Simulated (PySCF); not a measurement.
Electron correlation in Be+ (beryllium, charge +1)

[He] 2p1, 2P determinant (an excited configuration). All numbers are calculated (PySCF 2.14, the spin-free X2C one-electron Hamiltonian (Gaussian nucleus), in dyall-acv3z (15s9p4d2f, 76 functions)). Frozen: nothing; 3 electrons correlated; the 5 highest virtual orbitals of each spin left out.

MP2 pair energies summed by pair of shells (mhartree):

```json
{"pair": "1s-1s", "energy": "-38.42", "share (%)": "93.3"}
{"pair": "1s-2p", "energy": "-2.77", "share (%)": "6.7"}
```

Total MP2 correlation energy: -41.19 mhartree.

Same-spin part -1.40 and opposite-spin part -39.79 mhartree; SCS-MP2 scales them by 1/3 and 6/5 to -48.21 mhartree.
